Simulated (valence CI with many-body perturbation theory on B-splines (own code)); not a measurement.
## Forbidden lines of Hf XXII

Computed by valence CI with perturbative core correlation (CI+MBPT): five valence electrons over a frozen Dirac-Fock core [Kr] 4d10, a basis of 7 s, 7 p, 7 d, 7 f, 4 g, 2 h functions for each j, with the one-electron correlation potential Σ1, the two-electron term Σ2, the three-electron term Σ3, Breit, model QED; selected CI, second order for the rest, scaled by the run's own slope (own B-spline code, finite nucleus).

No measured levels were compared; by estimate terms of the open shell hold to a few per cent of their energy, and close levels can change places. Among the levels kept, up to 990 cm⁻¹ of a level comes from second order outside the variational space, and about a tenth of that is noise between levels of different J, which matters for small intervals. Only levels of the ground parity were solved; by the run's estimate the other parity begins above the list, which can be wrong where configurations are misplaced.

Lines 1 to 50 of 120 in falling wavelength, among levels below 32.370 eV, chosen from the decays that carry over 1 % of a level's rate. Wavelengths and rates use the calculated energies, so an error of 2000 cm⁻¹ moves a line at 1711 nm by 34 % and its rate by three times that or more. Weak lines are less certain than strong ones. Lines between different terms over intervals too small for the method are left out, as are lines whose strength nearly cancels. Where a level lies close to another of its J and parity, the split of strength between their lines is uncertain. Intervals below about 2000 cm⁻¹, as at the head of this list, are uncertain by tens of per cent.

Names give the largest LS component (configuration and term), which can be under half, so a name can repeat, a term be missing and a line seem to break the LS rules; names also repeat where a configuration has a term twice. Letters in brackets count levels of one name in rising energy.

```tsv
λ vac (nm)	Upper	Lower	Type	A (s⁻¹)	Branch %
45180	4f5 6F°_1/2	4f5 6F°_3/2	M1	1.58e-03	28.7
2322	4f5 4M°_21/2	4f5 4M°_19/2	M1	1.84e+00	100.0
2162	4f5 6H°_15/2	4f5 6H°_13/2	M1	3.83e+00	100.0
1757	4f5 6H°_13/2	4f5 6H°_11/2	M1	1.33e+01	100.0
1711	4f5 4F°_3/2 [a]	4f5 4G°_5/2 [a]	M1	4.48e+00	1.5
1695	4f5 4H°_11/2 [a]	4f5 4G°_9/2 [a]	M1	4.34e+00	6.2
1640	4f5 4L°_13/2 [a]	4f5 4M°_15/2	M1	2.09e+00	1.5
1637	4f5 6F°_7/2	4f5 6F°_5/2	M1	1.54e+01	55.5
1574	4f5 6H°_11/2	4f5 6H°_9/2	M1	2.40e+01	100.0
1495	4f5 6F°_11/2	4f5 6F°_9/2	M1	9.63e+00	91.2
1475	4f5 6F°_9/2	4f5 6F°_7/2	M1	1.73e+01	83.2
1441	4f5 6H°_9/2	4f5 6H°_7/2	M1	3.29e+01	100.0
1390	4f5 6H°_7/2	4f5 6H°_5/2	M1	2.85e+01	100.0
1349	4f5 4M°_19/2	4f5 4M°_17/2	M1	1.46e+01	100.0
1255	4f5 6P°_3/2	4f5 4P°_5/2	M1	1.28e+01	13.6
1193	4f5 4F°_5/2 [a]	4f5 4P°_5/2	M1	5.09e+00	1.2
1000	4f5 4G°_9/2 [a]	4f5 4G°_7/2 [a]	M1	3.34e+01	17.3
953.3	4f5 4L°_15/2	4f5 4M°_17/2	M1	9.06e+00	4.2
952.9	4f5 4K°_15/2 [a]	4f5 4L°_13/2 [a]	M1	3.17e+01	15.6
905.9	4f5 4M°_17/2	4f5 4M°_15/2	M1	4.09e+01	73.1
869.3	4f5 4G°_9/2 [a]	4f5 4I°_9/2 [a]	M1	2.34e+00	1.2
857.9	4f5 4G°_7/2 [a]	4f5 4G°_5/2 [a]	M1	5.86e+01	14.1
804.7	4f5 6F°_7/2	4f5 6H°_9/2	M1	1.81e+00	6.5
778.0	4f5 6F°_9/2	4f5 6H°_11/2	M1	1.00e+00	4.8
754.4	4f5 6F°_5/2	4f5 6H°_7/2	M1	1.81e+00	4.9
722.0	4f5 6F°_11/2	4f5 6H°_13/2	M1	4.71e-01	4.5
710.6	4f5 4G°_5/2 [a]	4f5 6F°_7/2	M1	1.79e+01	3.5
705.8	4f5 4M°_15/2	4f5 6H°_15/2	M1	3.37e+01	74.1
692.8	4f5 4P°_5/2	4f5 4G°_5/2 [a]	M1	4.07e+01	13.8
668.9	4f5 4L°_13/2 [b]	4f5 4K°_11/2 [a]	M1	7.00e+01	27.6
659.1	4f5 2P°_1/2 [a]	4f5 4F°_3/2 [a]	M1	5.33e+00	1.6
653.3	4f5 4L°_13/2 [b]	4f5 4L°_13/2 [a]	M1	6.40e+01	25.2
648.1	4f5 4L°_15/2	4f5 4L°_13/2 [a]	M1	1.06e+01	4.9
603.9	4f5 6P°_3/2	4f5 4F°_3/2 [a]	M1	6.65e+00	7.0
602.7	4f5 4K°_15/2 [a]	4f5 4M°_15/2	M1	9.17e+01	45.2
596.7	4f5 4H°_11/2 [a]	4f5 4K°_11/2 [a]	M1	1.18e+00	1.7
589.2	4f5 4F°_5/2 [a]	4f5 4F°_3/2 [a]	M1	1.45e+02	34.0
584.2	4f5 4H°_11/2 [a]	4f5 4L°_13/2 [a]	M1	2.34e+00	3.4
574.6	4f5 4H°_11/2 [a]	4f5 4I°_9/2 [a]	M1	1.27e+01	18.2
570.2	4f5 4K°_11/2 [b]	4f5 4K°_11/2 [a]	M1	6.79e+01	18.8
568.8	4f5 4H°_7/2 [a]	4f5 4G°_7/2 [a]	M1	1.81e+01	6.4
550.0	4f5 4K°_11/2 [b]	4f5 4I°_9/2 [a]	M1	1.16e+02	32.1
540.5	4f5 2G°_9/2 [a]	4f5 4G°_7/2 [a]	M1	6.52e+00	1.8
532.1	4f5 4M°_15/2	4f5 6H°_13/2	M1	1.18e+01	25.9
527.7	4f5 4G°_7/2 [a]	4f5 6F°_9/2	M1	2.05e+01	4.9
523.8	4f5 4H°_7/2 [a]	4f5 4I°_9/2 [a]	M1	4.98e+00	1.8
520.6	4f5 6F°_9/2	4f5 6H°_9/2	M1	2.49e+00	11.9
516.4	4f5 6F°_7/2	4f5 6H°_7/2	M1	1.05e+01	38.0
511.7	4f5 6F°_11/2	4f5 6H°_11/2	M1	2.80e-01	2.7
504.1	4f5 6F°_3/2	4f5 6H°_5/2	M1	9.48e+00	100.0
```
